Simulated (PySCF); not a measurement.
Unrelated species, one level of theory. Method: PySCF 2.14.0, density-fitted response routines, TDDFT CAM-B3LYP/def2-SVPD, vertical, gas phase, core orbitals frozen in the response. Geometries: GFN2-xTB; one conformer of each isolated species. Triplets are in the Tamm–Dancoff approximation.

Task: Rank by computed lowest singlet excitation energy, lowest first.
A. `C=C[C@H](C)C(=O)F`
B. `C=C/C(CC)=N\N=C`
C. `C=C[P@](C)(=O)CC`
D. `COC/C=C\C(F)F`
E. `CN(C)[SiH2]C#N`
F. `NCC1=CC=C(F)C=C1`
G. `O=[P@H]1CC[C@H]1CC`

Result: B (4.34 eV), F (5.31 eV), E (5.61 eV), A (5.88 eV), C (6.28 eV), D (6.67 eV), G (7.10 eV).

```csv
SMILES,S1 (eV),HOMO (eV),T1 (eV),gap (eV),first f ≥ 0.01 (nm),S1 mainly
C=C/C(CC)=N\N=C,4.34,-7.73,2.95,7.60,272,H-1→L (93%)
NCc1ccc(F)cc1,5.31,-8.11,4.10,8.52,234,H→L (68%)
CN(C)[SiH2]C#N,5.61,-8.41,5.30,8.82,221,H→L (97%)
C=C[C@H](C)C(=O)F,5.88,-9.45,4.45,9.72,211,H-1→L (42%)
C=C[P@](C)(=O)CC,6.28,-8.95,4.42,9.52,189,H-1→L (87%)
COC/C=C\C(F)F,6.67,-9.08,4.23,9.59,186,H→L (96%)
CC[C@@H]1CC[P@@H]1=O,7.10,-9.06,6.68,10.26,175,H→L+1 (55%)
```

H and L stand for HOMO and LUMO.

- `C=C/C(CC)=N\N=C`: Löwdin shares by element: HOMO nitrogen 47%, carbon 27% or more (atoms not listed hold the other 26%); LUMO carbon 55% or more, nitrogen 17% or more (atoms not listed hold the other 28%).
- `NCc1ccc(F)cc1`: Löwdin shares by element: HOMO carbon 34% or more, nitrogen 32% (atoms not listed hold the other 33%); LUMO carbon 71% or more (atoms not listed hold the other 29%).
- `CN(C)[SiH2]C#N`: Löwdin shares by element: HOMO nitrogen 55% or more, carbon 18% or more, silicon 6% (atoms not listed hold the other 20%); LUMO silicon 28%, carbon 19% or more, nitrogen 18% or more, hydrogen 7% or more (atoms not listed hold the other 29%).
- `C=C[C@H](C)C(=O)F`: Löwdin shares by element: HOMO carbon 73% or more, oxygen 8% (atoms not listed hold the other 19%); LUMO carbon 53% or more, oxygen 20% (atoms not listed hold the other 27%).
- `C=C[P@](C)(=O)CC`: Löwdin shares by element: HOMO oxygen 52%, carbon 21% or more, phosphorus 14%; LUMO carbon 65% or more, hydrogen 6% or more, phosphorus 6% (atoms not listed hold the other 23%).
- `COC/C=C\C(F)F`: Löwdin shares by element: HOMO carbon 39% or more, oxygen 35% (atoms not listed hold the other 26%); LUMO carbon 74% or more (atoms not listed hold the other 26%).
- `CC[C@@H]1CC[P@@H]1=O`: Löwdin shares by element: HOMO oxygen 44%, carbon 24% or more, phosphorus 16% (atoms not listed hold the other 16%); LUMO carbon 23% or more, hydrogen 22% or more (atoms not listed hold the other 54%).
